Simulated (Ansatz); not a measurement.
A nudged elastic band was laid between two geometries of BFH2O2 + H2 (8 atoms, charge 0, multiplicity 1).

Theory: RKS B3LYP-D4/6-31G* in Ansatz 0.2.0.

```json
{"movable images": "9", "climbing image": "yes", "spring": "5.0 eV/Å²", "optimiser": "quadratic models (default)", "start path": "through a guess of the saddle point", "force threshold": "0.05 eV/Å", "iteration limit": "58", "end points": "relaxed"}
```

Initial state:

```xyz
8
Properties=species:S:1:pos:R:3
B -0.165 -0.686 -0.129
O 0.027 -0.379 1.192
H -0.812 -0.243 1.656
O 0.885 -0.914 -0.957
H 1.726 -0.825 -0.487
F -1.401 -0.771 -0.633
H 0.253 2.944 1.414
H 0.297 2.203 1.364
```

Final state:

```xyz
8
Properties=species:S:1:pos:R:3
B 0.126 0.372 -0.470
O 0.046 0.168 2.101
H -0.862 -0.098 1.892
O 1.279 -0.238 -0.817
H 1.186 -1.204 -0.839
F -1.019 -0.337 -0.371
H 0.086 1.559 -0.404
H -0.030 1.107 2.328
```

**Question.** What changes between the two ends?

**Answer.** Bonds broken: B1–O2, H7–H8. Bonds formed: B1–H7, O2–H8. BFH2O2 + H2 becomes BFH2O + H2O.

**Question.** What energy profile does the band end with?

**Answer.** It converged. The highest image is number 6 of 0 to 10, 236.1 kJ/mol above the first end and 129.3 kJ/mol above the last; the last end lies 106.8 kJ/mol above the first. The profile has 2 maxima (images 6, 9) with wells between them (image 7): this band takes more than one step, which may be the mechanism or a detour left from its start path. Neighbouring images differ by up to 1.5 eV, so the band resolves the path poorly. A vibrational analysis at the climbing image gives one clearly imaginary mode, 1504i cm⁻¹: a first-order saddle point. The orbitals stay closed-shell, which can raise the energy where a bond breaks towards radicals; this wasn't checked here.

| image | path coordinate (Å) | energy (kJ/mol) | B1–O2 (Å) | H7–H8 (Å) | B1–H7 (Å) |
| --- | --- | --- | --- | --- | --- |
| 0 | 0.00 | 0.0 | 1.37 | 0.74 | 3.97 |
| 1 | 0.54 | 0.3 | 1.37 | 0.74 | 3.68 |
| 2 | 1.08 | 1.2 | 1.37 | 0.74 | 3.31 |
| 3 | 1.63 | 3.7 | 1.37 | 0.74 | 2.81 |
| 4 | 2.17 | 18.8 | 1.37 | 0.74 | 2.35 |
| 5 | 2.71 | 93.9 | 1.41 | 0.77 | 1.85 |
| 6 | 3.25 | 236.1 | 1.60 | 1.06 | 1.41 |
| 7 | 4.37 | 112.0 | 2.22 | 2.22 | 1.20 |
| 8 | 5.50 | 112.5 | 2.75 | 3.61 | 1.20 |
| 9 | 6.62 | 113.5 | 2.92 | 3.85 | 1.19 |
| 10 | 7.74 | 106.8 | 2.58 | 2.77 | 1.19 |

**Question.** What is the geometry of the highest image?

**Answer.** 
```xyz
8
Properties=species:S:1:pos:R:3
B -0.069 0.141 -0.001
O 0.070 -0.097 1.573
H -0.822 -0.248 1.937
O 0.873 -0.504 -0.762
H 1.726 -0.580 -0.314
F -1.360 0.058 -0.385
H 0.226 1.503 0.207
H 0.167 1.055 1.167
```

The band took 31 iterations and roughly 10 core-minutes.

Time of the run: 10 min on 1 thread of Intel(R) Xeon(R) Platinum 8259CL CPU @ 2.50GHz (Skylake/Cascade Lake), on a shared host, peak memory 0.14 GiB.
